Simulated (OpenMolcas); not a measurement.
**SnGeH6 (SMILES [GeH3][SnH3]): the HOMO–LUMO gap, rung by rung**

SnGeH6: 8 atoms, total charge 0, spin state singlet. As SMILES, `[GeH3][SnH3]`. The coordinates come from a PBE0-D4/def2-TZVP relaxation.

Quantity: the HOMO–LUMO gap, in eV. The values are calculated.

```csv
level,kind,program,value (eV),CPU time
SVWN5/def2-SVP (core potential),LDA,OpenMolcas,6.00,16 s
revPBE/def2-SVP (core potential),GGA,OpenMolcas,6.18,20 s
M06-L/def2-SVP (core potential),meta-GGA,OpenMolcas,6.86,27 s
r2SCAN/def2-SVP (core potential),meta-GGA,OpenMolcas,6.71,28 s
BHLYP/def2-SVP (core potential),global hybrid,OpenMolcas,9.83,19 s
M06-2X/def2-SVP (core potential),hybrid meta-GGA,OpenMolcas,9.91,24 s
PBE0/def2-SVP (core potential),global hybrid,OpenMolcas,8.06,20 s
B2PLYP/def2-SVP (core potential),double hybrid,OpenMolcas,10.05,13 s
```

The values span 6.00 to 10.05 eV. Orbital gaps aren't excitation energies, and those of double hybrids come from the SCF part alone; they tend to grow with the share of exact exchange. CPU times are rough (shared hosts, several kinds of processor and program).
